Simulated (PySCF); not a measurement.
A calculated (UHF, PySCF 2.14, x2c-TZVPPall, the spin-free X2C one-electron Hamiltonian (Gaussian nucleus)) atom or ion has these occupied shells.

| shell | electrons | orbital energy (eV) | rms radius, mean of both spins (bohr) |
| --- | --- | --- | --- |
| 1s β | 1 | -19118.6 | 0.0415 |
| 1s α | 1 | -19118.5 | 0.0415 |
| 2s α | 1 | -2775.4 | 0.171 |
| 2s β | 1 | -2775.0 | 0.171 |
| 2p α | 3 | -2476.1 | 0.152 |
| 2p β | 3 | -2475.6 | 0.152 |
| 3s α | 1 | -521.30 | 0.471 |
| 3s β | 1 | -521.08 | 0.471 |
| 3p α | 3 | -420.58 | 0.478 |
| 3p β | 3 | -420.31 | 0.478 |
| 3d α | 5 | -255.62 | 0.473 |
| 3d β | 5 | -254.98 | 0.473 |
| 4s α | 1 | -104.64 | 1.23 |
| 4s β | 1 | -101.96 | 1.23 |
| 4p α | 3 | -75.344 | 1.37 |
| 4p β | 3 | -71.669 | 1.37 |
| 4d α | 2 | -37.514 | 1.84 |

Name the element and its charge.

Nb(3+) (niobium, charge +3), in [Kr] 4d2, high-spin 3F determinant.
